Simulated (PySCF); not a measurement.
Species: C8H12P (charge +1).
Atom-mapped SMILES: `[CH:1]#[C:2][CH2:3][PH2+:4][C:5]1=[CH:6][CH2:7][CH2:8][CH2:9]1` (hydrogens: H10 on C1; H11, H12 on C3; H13, H14 on P4; H15 on C6; H16, H17 on C7; H18, H19 on C8; H20, H21 on C9)

The same species was optimised twice, with GFN2-xTB and with PBE0-D3(BJ)/def2-SVP (PySCF), and the same property calculations (PySCF, gas phase) were run on both structures.

| coordinate | GFN2-xTB | PBE0-D3(BJ)/def2-SVP | change |
| --- | --- | --- | --- |
| C1≡C2 (Å) | 1.197 | 1.209 | +0.012 |
| P4–C5 (Å) | 1.775 | 1.763 | -0.012 |
| C5=C6 (Å) | 1.338 | 1.348 | +0.010 |
| C6–C7 (Å) | 1.485 | 1.493 | +0.008 |
| C3–P4 (Å) | 1.823 | 1.826 | +0.003 |
| C5–C9 (Å) | 1.510 | 1.514 | +0.004 |
| C2–C3 (Å) | 1.452 | 1.449 | -0.003 |
| C8–C9 (Å) | 1.539 | 1.542 | +0.003 |
| C7–C8 (Å) | 1.540 | 1.538 | -0.002 |
| P4–C5–C6 (°) | 126.1 | 123.4 | -2.7 |
| P4–C5–C9 (°) | 121.5 | 124.1 | +2.6 |
| C1–C2–C3 (°) | 179.9 | 177.7 | -2.2 |
| C5–C9–C8 (°) | 102.5 | 101.9 | -0.6 |
| C5–C6–C7 (°) | 111.3 | 110.8 | -0.5 |
| C6–C7–C8 (°) | 104.3 | 103.9 | -0.4 |
| C7–C8–C9 (°) | 105.7 | 105.9 | +0.2 |
| C2–C3–P4 (°) | 108.9 | 109.1 | +0.2 |
| C2–C3–P4–C5 (°) | 180 | 179 | -1 |
| C3–P4–C5–C6 (°) | 120 | 117 | -3 |

Rotational constants: A = 4844, B = 585.1, C = 553.6 MHz (GFN2-xTB) against A = 4799, B = 584.5, C = 554.8 MHz (PBE0-D3(BJ)/def2-SVP). Point groups within 0.08 Å: C1 and C1.

On the GFN2-xTB structure: HOMO (eV) -11.73 [PBE0/pcSseg-1]; LUMO (eV) -5.34 [PBE0/pcSseg-1]; GIAO shielding of C1 (ppm) 95.7 [PBE0/pcSseg-1]; GIAO shielding of C2 (ppm) 118.5 [PBE0/pcSseg-1]; GIAO shielding of C3 (ppm) 173.6 [PBE0/pcSseg-1]; GIAO shielding of P4 (ppm) 373.2 [PBE0/pcSseg-1]; GIAO shielding of C5 (ppm) 71.6 [PBE0/pcSseg-1]; GIAO shielding of C6 (ppm) 7.8 [PBE0/pcSseg-1]; GIAO shielding of C7 (ppm) 145.2 [PBE0/pcSseg-1]; GIAO shielding of C8 (ppm) 160.1 [PBE0/pcSseg-1].

Q: What do these properties become on the PBE0-D3(BJ)/def2-SVP structure?

A: 
```
                                    property          level  on GFN2-xTB  on PBE0-D3(BJ)/def2-SVP  change
                                   HOMO (eV)  PBE0/pcSseg-1       -11.73                   -11.70   +0.03
                                   LUMO (eV)  PBE0/pcSseg-1        -5.34                    -5.43   -0.09
energy, GFN2-xTB geometry as zero (kcal/mol)  PBE0/pcSseg-1          0.0                     -1.1    -1.1
                  GIAO shielding of C1 (ppm)  PBE0/pcSseg-1         95.7                     93.4    -2.3
                  GIAO shielding of C2 (ppm)  PBE0/pcSseg-1        118.5                    118.0    -0.5
                  GIAO shielding of C3 (ppm)  PBE0/pcSseg-1        173.6                    171.6    -2.0
                  GIAO shielding of P4 (ppm)  PBE0/pcSseg-1        373.2                    361.5   -11.7
                  GIAO shielding of C5 (ppm)  PBE0/pcSseg-1         71.6                     69.3    -2.3
                  GIAO shielding of C6 (ppm)  PBE0/pcSseg-1          7.8                      2.5    -5.3
                  GIAO shielding of C7 (ppm)  PBE0/pcSseg-1        145.2                    143.4    -1.8
                  GIAO shielding of C8 (ppm)  PBE0/pcSseg-1        160.1                    157.6    -2.5
```

The heavy atoms differ by 0.042 Å rms after alignment. Among bonds between heavy atoms C1≡C2 and P4–C5 change most and about equally (-0.012 to +0.012 Å). Changes are differences of the printed values. Neither structure is proved a minimum here. Isolated species at its PBE0-D3(BJ)/def2-SVP geometry (one conformer only).
